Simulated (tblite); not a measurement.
Compound: C6H6NO (doublet state).
Z-matrix (Å and degrees, GFN2-xTB geometry), rows numbered from 1:
```
C 
C   1  1.4830
C   2  1.3472  1  122.14
C   3  1.3927  2  154.74  1   168.13
C   4  1.3833  3   64.00  2   177.79
N   5  1.2677  3  148.81  4   168.29
C   6  1.3599  5  125.00  3    30.65
O   7  1.2096  6  126.78  5    29.01
H   1  1.0928  2  110.06  3   107.27
H   1  1.0886  2  111.06  3   -12.80
H   1  1.0897  2  110.35  3  -134.86
H   2  1.0829  1  118.09  3  -176.99
H   4  1.0636  3  145.68  5   160.45
H   7  1.1038  6  110.52  5  -156.09
```

Computed values, GFN2-xTB/tblite, gas phase, harmonic and unscaled. Against measured fundamentals such values can be off by several per cent, at times by over 20. One conformer, not necessarily the lowest. Open shells enter through the occupations alone, without spin polarisation, and single modes of such species can be off by tens of per cent.

Harmonic wavenumbers (cm⁻¹): 68.7, 96.5, 132.7, 171.0, 187.5, 216.7, 304.0, 405.0, 509.3, 524.2, 597.2, 665.0, 734.9, 755.6, 860.3, 918.7, 951.9, 983.8, 1008.9, 1114.2, 1155.6, 1234.6, 1309.7, 1361.3, 1389.2, 1445.5, 1459.2, 1621.3, 1685.8, 1911.3, 2806.9, 2959.0, 3008.8, 3028.9, 3042.5, 3210.9.

A = 2847, B = 1891, C = 1186 MHz; mass 108.045 u (most abundant isotopes); point group C1, symmetry number 1; spin multiplicity 2.

Task: Zero-point energy?

Result: Half the sum of the wavenumbers: 21918 cm⁻¹ = 262.20 kJ/mol.

Task: Give the ideal-gas entropy at 298.15 K and 1 bar in the rigid-rotor, harmonic-oscillator model (classical rotation).

Result: Translation 167.25, rotation 118.45, vibration 96.35, spin (R ln 2) 5.76: S = 387.8 J/(mol K).

Task: And Cp and H(298.15 K) − H(0)?

Result: Cp = 133.42 J/(mol K), of which vibrations give 100.16 (their classical limit is 36 R = 299.3); H(298.15 K) − H(0) = 25.39 kJ/mol without the zero-point energy, 15.48 from vibrations.

Task: What must be added to the electronic energy to get the Gibbs energy at 298.15 K and 1 bar?

Result: ZPE + [H(298.15 K) − H(0)] − T·S = 262.20 + 25.39 − 115.63 = 171.96 kJ/mol.

Task: How do the functions run with temperature in this model?

Result: 
```csv
T (K),S (J/(mol K)),Cp (J/(mol K)),H − H(0) (kJ/mol),G − H(0) (kJ/mol),ln q(vib)
50,239.7,50.0,1.94,-10.05,0.25
100,281.5,71.6,5.02,-23.13,1.13
373.15,420.2,155.3,36.23,-120.55,6.90
500,470.2,187.0,58.02,-177.08,9.47
750,555.0,231.0,110.71,-305.58,14.26
1000,625.6,259.2,172.23,-453.42,18.64
```

q(vib) and H(0) count from the zero-point level.

Hindered rotation and anharmonicity are outside this model. Other conformers, if any are populated, would add a mixing term that is left out. The structure is chiral; the term R ln 2 for an equal mix with its mirror image is left out.
